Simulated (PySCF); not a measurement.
# Mayer bond orders and bond lengths

C6H9F3O2.
Numbering: `[CH3:1][O:2][C:3](=[O:4])[C@H:5]([CH3:6])[CH2:7][C:8]([F:9])([F:10])[F:11]` (hydrogens: H12, H13, H14 on C1; H15 on C5; H16, H17, H18 on C6; H19, H20 on C7)

Structure used (GFN2-xTB), in Å, numbered top down from 1:
```xyz
20
C6H9F3O2 angstrom
C      2.9397    0.7211   -0.4933
O      1.7535    0.4058    0.2271
C      0.7808   -0.1768   -0.4667
O      0.8484   -0.4612   -1.6320
C     -0.4276   -0.4729    0.4169
C     -0.4488   -1.9765    0.6983
C     -1.7002   -0.0410   -0.3192
C     -1.8416    1.4666   -0.3300
F     -2.9277    1.8650   -1.0098
F     -1.9688    1.9711    0.9095
F     -0.7935    2.0926   -0.8827
H      3.4190   -0.1930   -0.8482
H      3.5872    1.2477    0.2022
H      2.6991    1.3519   -1.3504
H     -0.3206    0.0794    1.3542
H     -0.5051   -2.5292   -0.2364
H      0.4557   -2.2726    1.2236
H     -1.3066   -2.2332    1.3145
H     -2.5893   -0.4485    0.1648
H     -1.6589   -0.3857   -1.3551
```

Bond orders from the PBE0/pcSseg-1 density (PySCF). One conformer (not necessarily the lowest) at the GFN2-xTB geometry, without solvent, vibrations or thermal averaging.

How far do the computed orders between heavy atoms stray from the drawn ones?

The largest departure is 0.135, at C1–O2 (drawn single, 0.865). Drawn single, order below 0.88: C1–O2 (0.865).

Give the Mayer order of every bond between heavy atoms, beside its length.

```json
{"bond": "C1–O2", "drawn as": "single", "length (Å)": "1.423", "Mayer order": "0.865"}
{"bond": "O2–C3", "drawn as": "single", "length (Å)": "1.329", "Mayer order": "1.107"}
{"bond": "C3–O4", "drawn as": "double", "length (Å)": "1.201", "Mayer order": "1.935"}
{"bond": "C3–C5", "drawn as": "single", "length (Å)": "1.526", "Mayer order": "0.897"}
{"bond": "C5–C6", "drawn as": "single", "length (Å)": "1.530", "Mayer order": "1.034"}
{"bond": "C5–C7", "drawn as": "single", "length (Å)": "1.532", "Mayer order": "0.986"}
{"bond": "C7–C8", "drawn as": "single", "length (Å)": "1.514", "Mayer order": "1.031"}
{"bond": "C8–F9", "drawn as": "single", "length (Å)": "1.342", "Mayer order": "0.999"}
{"bond": "C8–F10", "drawn as": "single", "length (Å)": "1.344", "Mayer order": "0.989"}
{"bond": "C8–F11", "drawn as": "single", "length (Å)": "1.340", "Mayer order": "0.991"}
```

By pair of heavy elements: C–O: lowest C1–O2 (0.865, 1.423 Å), highest C3–O4 (1.935, 1.201 Å). C–C: lowest C3–C5 (0.897, 1.526 Å), highest C5–C6 and C7–C8 (1.034, 1.530 Å); in 2 of the 6 pairs the longer bond (by over 0.003 Å) has the higher order (by 0.02 or more). C–F: all 3 within 0.02 of one another (0.989 to 0.999). Bonds named together lie within 0.004.

And the bonds to hydrogen?

C–H: 0.92 to 0.97 (9 bonds).

Sum the orders of all bonds at each heavy atom with more than one neighbour and set the sums beside the valence in the SMILES.

C1 3.760 (drawn 4), O2 1.972 (drawn 2), C3 3.939 (drawn 4), C5 3.852 (drawn 4), C6 3.916 (drawn 4), C7 3.871 (drawn 4), C8 4.010 (drawn 4). Orders between atoms that aren't bonded are not in these sums.

The Mayer order sums products of elements of PS (density times overlap matrix) between the two atoms' basis functions, so it depends on the basis set.
